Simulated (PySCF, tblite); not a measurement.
Species: C₆H₁₂NOP.
Cartesian coordinates in Å at the GFN2-xTB level; atoms count from 1:
```xyz
21
C6H12NOP angstrom
C     -2.5589   -1.0563    0.4238
C     -1.8987    0.0464   -0.3884
P     -0.2450    0.4604    0.3181
C      0.2908    1.9549   -0.5937
O     -0.2488    0.6301    1.7771
C      0.8690   -0.9222   -0.2098
C      2.2001   -0.7987    0.5321
C      3.0371    0.2053   -0.0678
N      3.6960    0.9928   -0.5711
H     -2.4950   -0.8100    1.4819
H     -2.0649   -2.0125    0.2638
H     -3.6068   -1.1642    0.1522
H     -2.4883    0.9648   -0.3172
H     -1.8096   -0.2237   -1.4409
H      0.3115    1.7964   -1.6673
H      1.2804    2.2430   -0.2450
H     -0.4088    2.7522   -0.3473
H      0.3769   -1.8503    0.0912
H      1.0093   -0.9334   -1.2905
H      2.7457   -1.7476    0.5283
H      1.9990   -0.5104    1.5702
```

Computed, not measured: PBE0/pcSseg-1 in PySCF (dipole) on a GFN2-xTB geometry, gas phase.

Masses are those of the commonest isotopes; rigid-rotor values at the optimised geometry. The values belong to one conformer with, in the numbering `[CH3:1][CH2:2][P@@:3]([CH3:4])(=[O:5])[CH2:6][CH2:7][C:8]#[N:9]`, C1–C2–P3–C4 -171°, C2–P3–C6–C7 -170°, P3–C6–C7–C8 -79°.

(1) What are A, B and C (cm⁻¹)?

(2) What kind of rotor is it?

(3) What does the inertial defect say?

(4) Give the other two planar moments, Paa and Pbb, and the rms extents of the mass along the axes.

(5) Which types of transition are allowed, and where do some lines up to J = 4 fall?

(6) Estimate the classical rotational partition function at 25 K, 200 K and 298.15 K.

Answers

(1) Ia = 195.20, Ib = 600.10, Ic = 657.03 u·Å²; 505379 MHz·u·Å²/I gives 2589, 842.2 and 769.2 MHz, that is A = 0.08636, B = 0.02809, C = 0.02566 cm⁻¹.

(2) A near-prolate asymmetric top; Ray's κ = -0.920.

(3) Not planar: Δ = Ic − Ia − Ib = -138.27 u·Å². For a rigid frame Δ = −2 Σ m c², so Σ m c² = 69.13 u·Å² lies off the ab plane: 11.74 from hydrogen and 57.39 from heavier atoms. The atom farthest from that plane is 1.81 Å away.

(4) Paa = Σ m a² = (Ib + Ic − Ia)/2 = 530.96 and Pbb = Σ m b² = (Ia + Ic − Ib)/2 = 126.07 u·Å². With the mass M = 145.07 u, the rms extents √(P/M) along a, b and c are 1.91, 0.93, 0.69 Å.

(5) The dipole components are |μa| = 2.82 D, |μb| = 1.70 D, |μc| = 3.18 D. Intensities carry the squares of the components, which stand as 0.79 : 0.29 : 1.00 (a : b : c). Some lines, for components of 0.1 D or more:

| type | branch | J(Ka,Kc) | MHz | lower level (cm⁻¹) |
| --- | --- | --- | --- | --- |
| a | Q | 4(1,3) ← 4(1,4) | 729 | 0.585 |
| c | Q | 4(1,4) ← 4(0,4) | 1446 | 0.536 |
| b | R | 2(0,2) ← 1(1,1) | 1474 | 0.112 |
| a | R | 1(0,1) ← 0(0,0) | 1611 | 0.000 |
| b | Q | 3(1,2) ← 3(0,3) | 2012 | 0.322 |
| b | R | 3(0,3) ← 2(1,2) | 3149 | 0.217 |
| a | R | 2(0,2) ← 1(0,1) | 3220 | 0.054 |
| a | R | 2(1,1) ← 1(1,0) | 3296 | 0.114 |
| b | R | 1(1,1) ← 0(0,0) | 3358 | 0.000 |
| c | Q | 4(2,3) ← 4(1,3) | 4989 | 0.609 |
| b | Q | 4(2,2) ← 4(1,3) | 5023 | 0.609 |
| c | Q | 2(2,1) ← 2(1,1) | 5241 | 0.224 |
| b | R | 3(1,3) ← 2(0,2) | 6399 | 0.161 |
| a | R | 4(2,2) ← 3(2,1) | 6466 | 0.561 |
| b | R | 4(1,4) ← 3(0,3) | 7869 | 0.322 |
| c | R | 4(1,3) ← 3(0,3) | 8599 | 0.322 |
| b | Q | 4(3,1) ← 4(2,2) | 8891 | 0.776 |
| c | Q | 3(3,1) ← 3(2,1) | 8907 | 0.561 |
| c | R | 4(2,3) ← 3(1,3) | 12014 | 0.375 |
| c | R | 3(3,0) ← 2(2,0) | 13750 | 0.399 |
| c | R | 4(3,1) ← 3(2,1) | 15357 | 0.561 |
| c | R | 4(3,2) ← 3(2,2) | 15368 | 0.560 |

(6) Point group C1, symmetry number σ = 1; q = (√π/σ)·√((kT/h)³/(ABC)), k/h = 20836.6 MHz/K: 16300 at 25 K, 368000 at 200 K, 670000 at 298.15 K.

Its GFN2-xTB frequencies are all real (lowest 25 cm⁻¹). Constants of a rigid frame at the computed geometry: no zero-point averaging, no centrifugal distortion. A rigid rotor knows nothing of internal rotation, which can split or shift real lines. Quadrupole hyperfine structure (14N) is left out.
